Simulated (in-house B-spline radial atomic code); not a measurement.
Values are calculated unless marked as measured or tabulated.
## Weak and strong correlation along the adiabatic connection

Two-electron singlets in several external potentials (atomic units), by full CI in B-splines with partial waves to l = 8 (correlation energies up to 0.6 % small). The repulsion is scaled by λ at fixed density; W(λ) is the mean repulsion less the Hartree energy, W(0) = E_x, and the area under W from 0 to 1 is E_xc.

Relative drop (W(λ) − E_x)/E_x:

```tsv
system	λ = 0.12	λ = 0.25	λ = 0.4	λ = 0.6	λ = 0.8	λ = 1
ω²r²/2 − Z/r, ω = 0.473, Z = 0.5	0.0187	0.0370	0.0560	0.0784	0.0978	0.1149
−Z exp(−kr)/r, Z = 1.52, k = 0.106	0.0162	0.0324	0.0495	0.0700	0.0884	0.1048
−Z exp(−kr)/r, Z = 8.73, k = 3.4	0.0025	0.0051	0.0081	0.0120	0.0159	0.0197
−Z/r, Z = 2, wall at 1 bohr	0.0057	0.0117	0.0184	0.0269	0.0351	0.0429
−V exp(−r²/w²), V = 5.04, w = 6.25	0.0228	0.0447	0.0671	0.0927	0.1145	0.1331
−Z/r, Z = 0.823, wall at 1.51 bohr	0.0097	0.0197	0.0306	0.0442	0.0569	0.0686
−V exp(−r²/w²), V = 2.11, w = 7.48	0.0318	0.0610	0.0893	0.1201	0.1449	0.1652
```

(1) Order the systems by how far second-order (GL2) theory, half the initial slope (estimated from the first points of each curve), overshoots the correlation energy, least first.
A. ω²r²/2 − Z/r, ω = 0.473, Z = 0.5
B. −V exp(−r²/w²), V = 5.04, w = 6.25
C. −Z exp(−kr)/r, Z = 8.73, k = 3.4
D. −Z/r, Z = 0.823, wall at 1.51 bohr
E. −V exp(−r²/w²), V = 2.11, w = 7.48
F. −Z exp(−kr)/r, Z = 1.52, k = 0.106
G. −Z/r, Z = 2, wall at 1 bohr

(2) What else changes along this order?

Answers

(1) C (GL2/E_c = 1.03), G (GL2/E_c = 1.08), D (GL2/E_c = 1.14), F (GL2/E_c = 1.22), A (GL2/E_c = 1.27), B (GL2/E_c = 1.32), E (GL2/E_c = 1.46).

(2) The ratio follows the bend of the curve. With it the leading natural occupation goes from 1.999 to 1.911 and −T_c/E_c from 0.97 to 0.68 between the first and the last.
